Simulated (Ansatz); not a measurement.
C6H10O2 (`CCC(=O)CC(C)=O`) from Hartree–Fock to CCSD(T)

Cartesian coordinates in Å:
```
C 1.492 0.449 -1.641
C 1.865 0.608 -0.169
C 0.657 0.508 0.722
O 0.228 1.449 1.342
C -0.038 -0.849 0.783
C -1.374 -0.797 0.053
C -2.499 -0.126 0.779
O -1.489 -1.271 -1.048
H 2.388 0.488 -2.262
H 0.984 -0.498 -1.835
H 0.825 1.253 -1.960
H 2.336 1.575 0.015
H 2.570 -0.181 0.118
H 0.570 -1.630 0.329
H -0.208 -1.067 1.840
H -2.161 0.828 1.190
H -3.350 0.010 0.114
H -2.795 -0.748 1.629
```

Charge 0, multiplicity 1. Geometry: relaxed with PBE0-D4/def2-TZVP. It is one conformer, not always the lowest. Frozen core, restricted reference, the Gaussian-basis code of Ansatz. CBS rows extrapolate triple and quadruple zeta; past MP2 they add the triple-zeta difference.

```tsv
basis	HF (Eh)	MP2 corr.
def2-TZVPP	-382.91253	-1.45939
def2-QZVPP	-382.92987	-1.55965
```

(1) Estimate the CCSD correlation energy and the (T) correction in each basis where they were run (hartree).

## Answers

(1) 
```csv
basis,CCSD corr.,(T)
def2-TZVPP,-1.50834,-0.06535
CBS(def2),-1.68287,as TZ
```
